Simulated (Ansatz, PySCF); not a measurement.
Al(H)(OEt)(NH2) (C2H8AlNO), SMILES [AlH]([NH2])[O]CC. Atoms are numbered in the order given.

```xyz
13

Al    -0.4772     0.5533     1.1446
H     -1.3709     0.6176     2.4401
O     -0.0197    -0.9783     0.5638
C      0.6383    -1.5351    -0.5271
C     -0.1052    -1.3042    -1.8297
H      1.6678    -1.1327    -0.6165
H      0.7488    -2.6219    -0.3568
H     -0.1947    -0.2270    -2.0472
H      0.4145    -1.7798    -2.6761
H     -1.1219    -1.7226    -1.7704
N      0.0375     2.0346     0.3210
H     -0.2047     2.9702     0.6279
H      0.6286     2.0861    -0.5010
```

Geometry optimised at PBE0-D3(BJ)/def2-SVP. The structure was generated by enumeration; whether it is a known compound was not checked. Other conformers were not sampled.

Two levels are set side by side: PBE-D3(BJ)/def2-SVP (Ansatz, a program for electronic structure) and PBE0-D3(BJ)/def2-SVP (Ansatz). Each level has its own optimised geometry; the coordinates shown are those of the second. Frequencies come from the Hessian of PySCF at each geometry. Differences are taken from unrounded values.

```
quantity                            PBE0-D3(BJ)
----------------------------------  -----------
mean bond length (Å)                      1.292
bond Al1–O3 (Å)                           1.701
bond Al1–N11 (Å)                          1.771
bond O3–C4 (Å)                            1.390
bond C4–C5 (Å)                            1.518
bond Al1–H2 (Å)                           1.575
bond C4–H6 (Å)                            1.109
bond C4–H7 (Å)                            1.106
bond C5–H8 (Å)                            1.103
bond C5–H9 (Å)                            1.101
bond C5–H10 (Å)                           1.101
bond N11–H12 (Å)                          1.014
bond N11–H13 (Å)                          1.014
highest harmonic wavenumber (cm⁻¹)         3709
mean harmonic wavenumber (cm⁻¹)            1375
zero-point energy (kcal/mol)              64.86
```

Problem. What does PBE-D3(BJ) give, and how far is it from PBE0-D3(BJ)? (The exact figures need the calculation; the answer reports its results.)

Solution. 
```tsv
quantity	PBE-D3(BJ)	PBE-D3(BJ) minus PBE0-D3(BJ)
mean bond length (Å)	1.302	0.010
bond Al1–O3 (Å)	1.719	0.018
bond Al1–N11 (Å)	1.784	0.013
bond O3–C4 (Å)	1.405	0.014
bond C4–C5 (Å)	1.527	0.010
bond Al1–H2 (Å)	1.584	0.009
bond C4–H6 (Å)	1.118	0.009
bond C4–H7 (Å)	1.115	0.009
bond C5–H8 (Å)	1.111	0.008
bond C5–H9 (Å)	1.110	0.008
bond C5–H10 (Å)	1.109	0.008
bond N11–H12 (Å)	1.023	0.009
bond N11–H13 (Å)	1.022	0.009
highest harmonic wavenumber (cm⁻¹)	3591	-118
mean harmonic wavenumber (cm⁻¹)	1329	-46
zero-point energy (kcal/mol)	62.68	-2.19
```

Exact exchange shortens and stiffens bonds; PBE has none. Differences between two approximate levels are no errors against the true value.
